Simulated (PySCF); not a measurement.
N,N-disilylpropan-2-amine (C₃H₁₃NSi₂), SMILES CC(C)N([SiH3])[SiH3]. Atoms are numbered in the order given.

```xyz
19

C      1.6236     1.1690     0.9964
C      1.1479    -0.1301     0.3436
C      1.9633    -0.4777    -0.9056
N     -0.3089    -0.1036     0.0497
Si    -1.0433     1.2772    -0.7394
Si    -1.1837    -1.5389     0.5308
H      2.6841     1.0937     1.2827
H      1.0331     1.3952     1.8967
H      1.5314     2.0224     0.3033
H      1.3150    -0.9367     1.0825
H      1.8586     0.3064    -1.6722
H      3.0338    -0.5759    -0.6637
H      1.6186    -1.4274    -1.3419
H     -2.4008     0.8654    -1.1878
H     -0.2424     1.7153    -1.9216
H     -1.1813     2.4664     0.1557
H     -2.6126    -1.3869     0.1448
H     -1.0862    -1.7541     2.0078
H     -0.6199    -2.7621    -0.1205
```
Charge 0, spin multiplicity 1.

Geometry optimised at B3LYP-D3(BJ)/def2-SVP. The values are those of a single conformer.

Two levels are set side by side: PBE/pcSseg-1 (PySCF) and B3LYP/pcSseg-1 (PySCF). GIAO shifts against NH3 (¹⁵N), TMS (²⁹Si), TMS (¹H), TMS (¹³C) at the same level; non-relativistic, no solvent, atoms listed together averaged. Differences are taken from unrounded values.

```
quantity             PBE
------------------  ----
δ(¹³C) of C2 (ppm)  57.2
δ(¹⁵N) of N4 (ppm)  32.6
δ(¹H) of H10 (ppm)  3.39
```

Question: These are the PBE values. What does B3LYP give? (Estimate from the structure and the level; the computed values follow.)

Answer: 
```tsv
quantity	B3LYP	PBE minus B3LYP
δ(¹³C) of C2 (ppm)	55.5	1.6
δ(¹⁵N) of N4 (ppm)	29.9	2.7
δ(¹H) of H10 (ppm)	3.19	0.20
```

Rough cost on one machine, each run with all the roots and properties that it gave: B3LYP against PBE within a factor of 2.
